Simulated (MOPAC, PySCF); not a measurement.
System: CH3AlF (charge +1, singlet). SMILES: [Al+]([CH3])[F]
Coordinates optimised at B3LYP-D3(BJ)/def2-TZVP (Ansatz):
```xyz
6

Al     0.0001    -0.1021     0.0684
C     -0.0022     1.4873    -0.9953
H     -0.7308     2.1858    -0.5791
H     -0.2744     1.2229    -2.0190
H      0.9975     1.9257    -0.9716
F      0.0021    -1.4367     0.9614
```
Charge +1, spin multiplicity 1.

Unscaled harmonic wavenumbers (cm⁻¹) in rising order, each level at the stationary point that it reaches from this structure (no distance between atoms moves by over 0.3 Å); the order of modes can differ between levels, and a negative number is imaginary. B3LYP-D3(BJ)/def2-TZVP (PySCF, at the structure above): 146, 146, 570, 758, 758, 995, 1224, 1419, 1419, 3032, 3129, 3129.

AM1 (MOPAC): 159, 159, 759, 854, 854, 1212, 1336, 1336, 1366, 2987, 2987, 3103. Zero-point energy 24.5 against 23.9 kcal/mol; where all levels lie over 400 cm⁻¹, the wavenumbers are on average 1.073 times those of B3LYP-D3(BJ)/def2-TZVP.

PM3 (MOPAC): 140, 140, 621, 839, 839, 1087, 1308, 1358, 1358, 3072, 3072, 3162. Zero-point energy 24.3 against 23.9 kcal/mol; where all levels lie over 400 cm⁻¹, the wavenumbers are on average 1.038 times those of B3LYP-D3(BJ)/def2-TZVP.
